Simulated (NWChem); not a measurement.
The numbers come from NWChem runs, not from measurements. System: disiloxane (H6OSi2), charge 0, spin multiplicity 1, at a geometry optimised with PBE/def2-SVP. Level: G0W0@PBE/def2-SVPD, RI basis def2-svpd-rifit.

NWChem printed:

```
             Northwest Computational Chemistry Package (NWChem) 7.3.0
             --------------------------------------------------------

                                NWChem Input Module
                                -------------------

 Scaling coordinates for geometry "geometry" by  1.889725989
 (inverse scale =  0.529177249)

                             Geometry "geometry" -> ""
                             -------------------------

 Output coordinates in angstroms (scale by  1.889725989 to convert to a.u.)

  No.       Tag          Charge          X              Y              Z
 ---- ---------------- ---------- -------------- -------------- --------------
    1 Si                  14.0000     0.24609800    -1.57595300     0.00303900
    2 O                    8.0000     0.42281600     0.08677600    -0.02387700
    3 Si                  14.0000    -0.39430700     1.54552900     0.00602400
    4 H                    1.0000     0.22884000    -2.07675800     1.42224100
    5 H                    1.0000    -1.03834900    -1.98218000    -0.67282900
    6 H                    1.0000     1.40942500    -2.18679500    -0.72309800
    7 H                    1.0000     0.45502100     2.57596500    -0.67979000
    8 H                    1.0000    -0.64668100     1.97580900     1.42613700
    9 H                    1.0000    -1.71586700     1.42568700    -0.70853600

 Effective nuclear repulsion energy (a.u.)     156.4345890772

            Nuclear Dipole moment (a.u.)
            ----------------------------
        X                 Y               Z
 ---------------- ---------------- ----------------
    -0.0000170075    -0.0000000000    -0.0000170075


 Summary of "ao basis" -> "" (spherical)
 ------------------------------------------------------------------------------
       Tag                 Description            Shells   Functions and Types
 ---------------- ------------------------------  ------  ---------------------
 *                         def2-svpd                  on all atoms

 new library libraries.bse/

 Summary of "ri basis" -> "" (spherical)
 ------------------------------------------------------------------------------
       Tag                 Description            Shells   Functions and Types
 ---------------- ------------------------------  ------  ---------------------
 *                      def2-svpd-rifit               on all atoms

  pbe96 is a nonlocal functional; adding pw91lda local functional.
[...]
    52     -2.224779  3 Si s                  5      2.188008  1 Si s
    51      1.732073  3 Si s                  4     -1.710010  1 Si s
    36      0.704522  2 O  py                13      0.300807  1 Si py
    73      0.285403  4 H  s                105     -0.286306  8 H  s
   113     -0.269780  9 H  s                 81      0.264263  5 H  s

 center of mass
 --------------
 x =   0.03146392 y =   0.00645529 z =  -0.00154406

 moments of inertia (a.u.)
 ------------------
         600.942681614432         112.132793452945           0.774593308505
         112.132793452945          77.400756167952          -0.398144589057
           0.774593308505          -0.398144589057         635.107810019967

     Multipole analysis of the density
     ---------------------------------

     L   x y z        total         alpha         beta         nuclear
     -   - - -        -----         -----         ----         -------
     0   0 0 0     -0.000000    -21.000000    -21.000000     42.000000

     1   1 0 0     -0.145215     -0.072599     -0.072599     -0.000017
     1   0 1 0     -0.029979     -0.014989     -0.014989     -0.000000
     1   0 0 1      0.005663      0.002840      0.002840     -0.000017

     2   2 0 0    -27.255588    -33.520824    -33.520824     39.786061
     2   1 1 0     -0.312638     31.481643     31.481643    -63.275925
     2   1 0 1     -0.025382      0.191618      0.191618     -0.408618
     2   0 2 0    -25.785355   -180.497551   -180.497551    335.209747
     2   0 1 1     -0.004347     -0.117360     -0.117360      0.230373
     2   0 0 2    -27.038898    -24.235395    -24.235395     21.431891

 Task  times  cpu:        9.8s     wall:        9.8s

                                NWChem Input Module
                                -------------------

                                 NWChem GW Module
                                 ----------------

                             ***********************
                             ***        GW       ***
                             ***********************

 Summary of "ri basis" -> "ri basis" (spherical)
 ------------------------------------------------------------------------------
       Tag                 Description            Shells   Functions and Types
 ---------------- ------------------------------  ------  ---------------------
 Si                     def2-svpd-rifit             24       78   9s6p6d3f
 O                      def2-svpd-rifit             20       64   7s6p5d2f
 H                      def2-svpd-rifit              9       23   4s3p2d

                 Memory Information
                 ------------------
          Available GA per process is          1699.9 MBs
          Available stack per process is        700.0 MBs
          Available heap per process is           0.0 MBs

          Peak memory in Initialization
              Peak GA per process is                  8.5 MBs
              Peak stack per process is               0.1 MBs
              Peak heap per process is                8.8 MBs
              Memory not in MA per process            0.0 MBs

          Peak memory in AFF Calculation
              Peak GA per process is                 45.3 MBs
              Peak stack per process is              32.3 MBs
              Peak heap per process is                0.0 MBs
              Memory not in MA per process           32.3 MBs

          Computing 2-center integrals
          Computing Inverse Cholesky factor
          Computing 3-center integrals
          Computing V_xc ...

          Computing Sigma_x
          Computing RPA polarizability
          Solving quasiparticle equations

                  Alpha Orbitals
          State     Energy (eV)     Error (eV)
          -----------------------------------
@GW        18        -11.773           0.002
@GW        19        -11.678           0.002
@GW        20        -10.480           0.002
@GW        21        -10.267           0.002
@GW        22          1.564           0.002
@GW        23          2.014           0.004

   Applying  -3.0365 eV scissor-shift to rest of particle states

   Applying   2.7525 eV scissor-shift to rest of hole states

     GW Timing Statistics
   ------------------------
   Init.   :          0.0s
     ERIs  :          0.7s
     Distr.:          0.0s
     Vxc   :          0.5s
   Sigma_x :          0.0s
   RPA     :          1.2s
   Wmn     :          0.0s
   Sigma_c :          0.0s
   GW total:          2.4s

 Task  times  cpu:        2.4s     wall:        2.4s

 Total times  cpu:       12.3s     wall:       12.3s
```

Write an NWChem input that would produce this output.

One answer among several that fit: 
```
start mol
memory heap 200 mb stack 700 mb global 1700 mb
geometry units angstroms nocenter noautoz noautosym
  Si     0.246098    -1.575953     0.003039
  O      0.422816     0.086776    -0.023877
  Si    -0.394307     1.545529     0.006024
  H      0.228840    -2.076758     1.422241
  H     -1.038349    -1.982180    -0.672829
  H      1.409425    -2.186795    -0.723098
  H      0.455021     2.575965    -0.679790
  H     -0.646681     1.975809     1.426137
  H     -1.715867     1.425687    -0.708536
end
basis spherical
  * library def2-svpd
end
basis "ri basis" bse spherical
  * library def2-svpd-rifit
end
dft
  xc xpbe96 cpbe96
  iterations 100
  direct
  tolerances tight
end
task dft energy
gw
  states alpha occ 4 vir 2
end
task dft gw
```
